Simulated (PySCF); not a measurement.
C₄H₆ClF, SMILES C[C@]1(F)C[C@H]1Cl. Heavy atoms are numbered as in [CH3:1][C@:2]1([F:3])[CH2:4][C@H:5]1[Cl:6]. Hydrogens are named by the atom that carries them.

The structure is a stationary point at B3LYP-D3(BJ)/def2-SVP. The structure was generated by enumeration; whether it is a known compound was not checked.

These are PBE/def2-TZVP (PySCF) values and carry that method's errors.

Atomic charges (e), one atom of each kind:

```
atom        IAO  Mulliken  Löwdin
--------  -----  --------  ------
C1 (CH3)  -0.45     -0.37   -0.27
C2            ?      0.25   -0.41
F3            ?     -0.18    0.18
C4 (CH2)  -0.33     -0.26   -0.20
C5 (CH)       ?     -0.07   -0.46
Cl6       -0.06     -0.12    0.33
H on C1    0.15      0.11    0.14
H on C4    0.18      0.13    0.15
H on C5       ?      0.13    0.14
```

Q: Some entries are withheld; supply them. (The exact figures need the calculation; the answer reports its results.)

A: 
- C2, IAO: 0.30
- F3, IAO: -0.29
- C5 (CH), IAO: -0.16
- H on C5, IAO: 0.17

Q: Give the Mayer and Wiberg (Löwdin basis) orders of the bonds. (The exact figures need the calculation; the answer reports its results.)

A: 
```tsv
bond	Mayer	Wiberg
C1–C2	1.00	1.25
C2–F3	1.11	1.65
C2–C4	0.94	1.20
C2–C5	0.91	1.17
C4–C5	0.99	1.25
C5–Cl6	1.11	1.65
```
